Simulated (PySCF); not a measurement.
**Electronic structure of Pr²⁺ (praseodymium, charge +2) at the UHF level**

Configuration: [Xe] 4f2 5d1, one real determinant (an excited configuration). Computed with PySCF 2.14 in cc-pVDZ-X2C, with the spin-free X2C one-electron Hamiltonian (Gaussian nucleus).

```json
{"Total energy": "-9232.484225 hartree", "One-electron energy": "-12565.5188 hartree", "Hartree (Coulomb) energy": "3547.8744 hartree", "Exchange energy": "-214.8398 hartree", "⟨S²⟩": "3.7538", "⟨L²⟩": "30.041", "Sum of ⟨r⟩": "35.63 bohr", "Sum of ⟨r²⟩": "46.08 bohr²", "Traceless quadrupole moment −½Σ⟨3z² − r²⟩ along its main axis": "-2.05 e·bohr²", "Langevin diamagnetic susceptibility": "-36.5 ×10⁻⁶ cm³/mol"}
```

```csv
shell,electrons,mean orbital energy (hartree),spread (hartree),"rms radius, mean of both spins (bohr)"
1s α,1,-1551.18618,0,0.0275
1s β,1,-1551.18607,0,0.0275
2s α,1,-254.26507,0,0.111
2s β,1,-254.26148,0,0.111
2p α,3,-227.59169,0.00220,0.0998
2p β,3,-227.58828,0.00046,0.0998
3s α,1,-57.21765,0,0.290
3s β,1,-57.18227,0,0.290
3p α,3,-48.55166,0.00239,0.290
3p β,3,-48.51165,0.00639,0.290
3d α,5,-36.25321,0.03091,0.268
3d β,5,-36.20792,0.01540,0.268
4s α,1,-12.76845,0,0.659
4s β,1,-12.65985,0,0.659
4p α,3,-9.82667,0.00088,0.700
4p β,3,-9.70506,0.01131,0.700
4d α,5,-5.47658,0.11416,0.779
4d β,5,-5.31551,0.04897,0.779
5s α,1,-2.43671,0,1.59
5s β,1,-2.36522,0,1.59
5p α,3,-1.61362,0.02743,1.83
5p β,3,-1.53453,0.02354,1.83
4f α,2,-1.08762,0.00871,1.12
5d α,1,-0.70993,0,2.68
```

⟨L²⟩ = 30.04 against 56 for a pure K term, so this real determinant mixes terms. Spin-orbit coupling, absent here, splits the open shell strongly.

Densities and radii are taken from the X2C orbitals without a picture-change correction, which distorts them close to the nucleus.

Spin-orbit constants ζ (cm⁻¹) from the X2C one-electron operator on these orbitals: bare nucleus, nucleus screened by l(l+1)(2l+1)/3 electrons, and screened by the Breit-Pauli mean field of the electrons.

```json
{"shell": "2p", "bare": "2530000", "screened nucleus": "2444000", "mean field": "n/a"}
{"shell": "3p", "bare": "507200", "screened nucleus": "490000", "mean field": "n/a"}
{"shell": "3d", "bare": "78630", "screened nucleus": "65300", "mean field": "n/a"}
{"shell": "4p", "bare": "106700", "screened nucleus": "103000", "mean field": "n/a"}
{"shell": "4d", "bare": "13680", "screened nucleus": "11360", "mean field": "n/a"}
{"shell": "4f", "bare": "1719", "screened nucleus": "903.1", "mean field": "n/a"}
{"shell": "5p", "bare": "14440", "screened nucleus": "13950", "mean field": "n/a"}
{"shell": "5d", "bare": "1040", "screened nucleus": "863.7", "mean field": "n/a"}
```

To first order the Landé constant is A = 297.3 cm⁻¹, so the lowest level has J = 11/2 and lies 0.442 eV below the centre of the term. This holds in LS coupling only.
